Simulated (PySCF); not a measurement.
**Cadmium: a sound run and one with changed settings**

Sound run: Cd⁺ [Kr] 4d10 5s1, Cd²⁺ [Kr] 4d10. Calculation: PySCF 2.14, in x2c-TZVPall (8s6p6d1f, 63 functions); the spin-free X2C one-electron Hamiltonian (Gaussian nucleus). In the sound run the correlated levels freeze [Kr]. The sound run starts from symmetry-adapted Hartree-Fock orbitals and uses a fine grid where one is needed.

Changed run: the non-relativistic Hamiltonian (point nucleus). This setting is unsound on purpose.

```tsv
species	method	sound run (hartree)	changed run (hartree)	converged
Cd⁺	UHF	-5591.04389	-5382.83713	yes
Cd⁺	M06-2X	-5594.10163	-5386.17388	yes
Cd⁺	B3LYP	-5593.69586	-5385.73965	yes
Cd⁺	MP2	-5591.34325	-5383.13042	yes
Cd²⁺	UHF	-5590.47177	-5382.30162	yes
Cd²⁺	M06-2X	-5593.48558	-5385.59684	yes
Cd²⁺	B3LYP	-5593.05893	-5385.14364	yes
Cd²⁺	MP2	-5590.74210	-5382.56959	yes
```

Ionisation energy of Cd⁺:

```tsv
method	sound run (eV)	changed run (eV)
UHF	15.568	14.572
M06-2X	16.764	15.702
B3LYP	17.332	16.218
MP2	16.358	15.261
SCS-MP2	16.222	15.137
```

Most of the change in total energy is the relativistic energy itself. On top of that the contraction fixes the core shape for the Hamiltonian it was made with, so the changed run is not a good calculation with the other Hamiltonian either.

For comparison, NIST gives 16.908 eV between the lowest levels.
